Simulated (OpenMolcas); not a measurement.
## Fe2+ in a point-charge field

Fe2+ among 5 point charges of -1.62 e arranged as a trigonal bipyramid (D3h), 2.02 Å from the ion, with the axial distance 2.040 Å.
```
   2.0200    0.0000    0.0000  -1.62
  -1.0100    1.7494    0.0000  -1.62
  -1.0100   -1.7494    0.0000  -1.62
   0.0000    0.0000    2.0402  -1.62
   0.0000    0.0000   -2.0402  -1.62
```

| Item | Value |
| --- | --- |
| Program | OpenMolcas |
| Method | CASSCF |
| Basis | ANO-RCC-VDZP [5s4p2d1f] |
| Scalar Hamiltonian | DKH2, point nucleus |
| Active space | 6 electrons in 5 orbitals (3d) |
| State averaging | 2S+1 = 5 even, 5 roots; 2S+1 = 3 even, 45 roots; 2S+1 = 1 even, 50 roots |
| Spin-orbit coupling | state interaction with AMFI integrals over the reference wave functions |

The lowest spin-free states (labels of D3, the rotations of D3h), above the lowest:

| State | Degeneracy | E (cm-1) | Free-ion L (%) |
| --- | --- | --- | --- |
| 5E | 2 | 0.0 | D (100) |
| 5E | 2 | 618.1 | D (100) |
| 5A1 | 1 | 5487 | D (100) |
| 3A2 | 1 | 20261 | H (75) |
| 3E | 2 | 21408 | H (91) |
| 3A2 | 1 | 21848 | H (54) |
| 3A1 | 1 | 21894 | H (54) |
| 3E | 2 | 22547 | H (100) |
| 3E | 2 | 22768 | H (92) |
| 3E | 2 | 23859 | H (85) |
| 3A2 | 1 | 24299 | P (39) |
| 3E | 2 | 25204 | P (72) |
| 3E | 2 | 26456 | F (81) |
| 3E | 2 | 27108 | F (87) |
| 3A1 | 1 | 27737 | G (64) |
| 3A2 | 1 | 27781 | G (53) |
| 3A2 | 1 | 28161 | F (53) |
| 3A2 | 1 | 28269 | F (54) |
| 3A1 | 1 | 28289 | F (59) |
| 3E | 2 | 28376 | G (97) |

The lowest levels with spin-orbit coupling:

```
E (cm-1)  Degeneracy  Label  2S+1                g
     0.0           2      E     5  0.00 0.00 11.98
   149.3           2            5   0.00 0.00 8.16
   319.3           2      E     5   0.00 0.00 4.29
   512.4           2      E     5   0.00 0.00 0.38
   731.3           1     A1     5                 
   744.8           1     A2     5                 
   907.5           2            5   0.00 0.00 9.82
    1039           2      E     5   0.00 0.00 5.69
    1147           2      E     5   0.00 0.00 1.80
    1214           1     A1     5                 
    1249           2      E     5   0.00 0.00 5.79
    1261           1     A2     5                 
    5932           2      E     5   0.00 0.00 8.00
    5949           2      E     5   0.00 0.00 4.00
    5954           1     A1     5                 
   20570           1     A1     3                 
   20642           2      E     3   0.00 0.00 3.92
   21698           2      E     3   0.00 0.00 5.97
   21847           2      E     3   0.00 0.00 2.05
   21887           2      E     3   0.00 0.00 9.93
```

Powder χT (cm3 K/mol): 4.51 at 2 K, 4.6 at 10 K, 5.02 at 50 K, 5.26 at 100 K, 5.3 at 200 K, 5.19 at 300 K. The effective moment at 300 K is 2.828 √(χT) = 6.44 μB.

The lowest level has 2S+1 = 5, for which the spin-only value is χT = S(S+1) / 2 = 3.000 cm3 K/mol (g = 2). The computed 5.185 at 300 K differs by +2.185, through orbital momentum, spin-orbit coupling and any other state in reach.

An orbital doublet at a regular site is open to a Jahn-Teller distortion, which this geometry leaves out. Without dynamic correlation the repulsion within the d shell is too large (B by tens of per cent), so at a given field states of lower spin stand too high. This is an electrostatic model: the charges have no orbitals. No measured value stands beside these numbers.

The RASSCF and RASSI steps took 26 s on 1 thread of Arm Neoverse V1, on a shared host; the integral step is not counted.

With an even number of electrons the g values are those of a degenerate or nearly degenerate non-Kramers pair.
